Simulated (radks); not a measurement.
Isoelectronic series with 2 electrons, each ion in its NIST ground configuration. All-electron calculation, Dirac Kohn-Sham, LDA (Slater exchange, Perdew-Wang correlation), spin-unpolarised, spherical densities, finite nucleus; Fermi nuclear charge, rms radius of each element as measured or else 0.836 A^(1/3) + 0.57 fm. Program: a radial shooting solver on a logarithmic mesh with Libxc functionals. Total energies (hartree) and mean radii <r> (bohr):

[
 {"ion": "He", "configuration": "[He]", "E (hartree)": "-2.83459", "1s1/2": "0.9593"},
 {"ion": "Li+", "configuration": "[He]", "E (hartree)": "-7.14295", "1s1/2": "0.5847"},
 {"ion": "Be2+", "configuration": "[He]", "E (hartree)": "-13.44656", "1s1/2": "0.4206"},
 {"ion": "B3+", "configuration": "[He]", "E (hartree)": "-21.74910", "1s1/2": "0.3285"},
 {"ion": "C4+", "configuration": "[He]", "E (hartree)": "-32.05312", "1s1/2": "0.2694"},
 {"ion": "N5+", "configuration": "[He]", "E (hartree)": "-44.36097", "1s1/2": "0.2283"},
 {"ion": "O6+", "configuration": "[He]", "E (hartree)": "-58.67502", "1s1/2": "0.1981"},
 {"ion": "F7+", "configuration": "[He]", "E (hartree)": "-74.99788", "1s1/2": "0.1749"},
 {"ion": "Ne8+", "configuration": "[He]", "E (hartree)": "-93.33237", "1s1/2": "0.1566"},
 {"ion": "Mg10+", "configuration": "[He]", "E (hartree)": "-136.04900", "1s1/2": "0.1294"},
 {"ion": "Al11+", "configuration": "[He]", "E (hartree)": "-160.43829", "1s1/2": "0.1190"},
 {"ion": "Si12+", "configuration": "[He]", "E (hartree)": "-186.85349", "1s1/2": "0.1102"},
 {"ion": "P13+", "configuration": "[He]", "E (hartree)": "-215.29900", "1s1/2": "0.1026"},
 {"ion": "S14+", "configuration": "[He]", "E (hartree)": "-245.77953", "1s1/2": "0.09596"},
 {"ion": "Cl15+", "configuration": "[He]", "E (hartree)": "-278.30011", "1s1/2": "0.09011"},
 {"ion": "Ar16+", "configuration": "[He]", "E (hartree)": "-312.86616", "1s1/2": "0.08493"},
 {"ion": "K17+", "configuration": "[He]", "E (hartree)": "-349.48345", "1s1/2": "0.08030"},
 {"ion": "Ca18+", "configuration": "[He]", "E (hartree)": "-388.15806", "1s1/2": "0.07614"},
 {"ion": "Sc19+", "configuration": "[He]", "E (hartree)": "-428.89646", "1s1/2": "0.07239"}
]
